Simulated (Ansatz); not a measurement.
Isolated molecules relaxed with PBE0-D4/def2-TZVP in Ansatz; ΔE leaves out vibrations. CCSD(T)/CBS adds triple-zeta CCSD(T) − MP2 to the extrapolated MP2 energy (def2 sets, frozen cores). Functionals use def2-TZVPP. For Ge, Sc outer-core shells are correlated without core-valence functions, which leaves a few kJ/mol of doubt a bond. Scalar relativity is left out up to krypton. One conformer a species, not always the lowest.

Consider the ligand exchange at the Si–C bond: `[SiH3]C#[C][GeH3]` + `[OH][Sc]([F])[F]` → `[F][Sc]([F])[O][SiH3]` + `C#[C][GeH3]`.

`[SiH3]C#[C][GeH3]`:

Cartesian coordinates in Å:
```
Si -1.002 0.009 -2.247
C -0.261 0.007 -0.581
C 0.233 0.003 0.527
Ge 1.010 -0.009 2.263
H -2.473 0.166 -2.131
H -0.442 1.134 -3.034
H -0.692 -1.274 -2.924
H -0.084 0.304 3.290
H 2.109 1.058 2.313
H 1.602 -1.398 2.522
```

`[OH][Sc]([F])[F]`:

Cartesian coordinates in Å:
```
O -0.544 -1.065 0.505
Sc 0.232 0.454 -0.216
F 0.563 1.935 0.837
F 0.691 0.520 -2.004
H -0.943 -1.845 0.877
```

`[F][Sc]([F])[O][SiH3]`:

```xyz
8

F     3.151   -0.185   -0.898
Sc    1.805   -0.701    0.250
F     2.169   -1.878    1.620
O     0.065   -0.030    0.022
Si   -1.443    0.560   -0.196
H    -1.394    2.034   -0.390
H    -2.292    0.262    0.989
H    -2.062   -0.062   -1.397
```

`C#[C][GeH3]`:

Cartesian coordinates in Å:
```
C -1.622 1.149 -0.255
C -0.646 0.458 -0.102
Ge 0.890 -0.631 0.140
H -2.484 1.761 -0.391
H 0.518 -2.083 -0.183
H 1.992 -0.142 -0.807
H 1.351 -0.512 1.597
```

| species | ωB97X-V energy (Eh) |
| --- | --- |
| `[SiH3]C#[C][GeH3]` | -2446.02706 |
| `[OH][Sc]([F])[F]` | -1036.38559 |
| `[F][Sc]([F])[O][SiH3]` | -1327.08490 |
| `C#[C][GeH3]` | -2155.35483 |

(1) Work out ΔE.

Largest T1 diagnostic among the species: 0.017.

Results:

(1) ΔE = (-1327.08490) + (-2155.35483) − (-2446.02706) − (-1036.38559) = -0.02708 Eh = -0.74 eV. CCSD(T)/CBS gives -0.77 eV.

In def2-TZVPP, CCSD(T) changes the Hartree–Fock value by +0.16 eV (the triples alone add +0.03 eV) and MP2 by +0.18 eV. From BLYP to BHLYP (50 % exact exchange), in def2-TZVPP and without D4, ΔE moves by −0.11 eV.
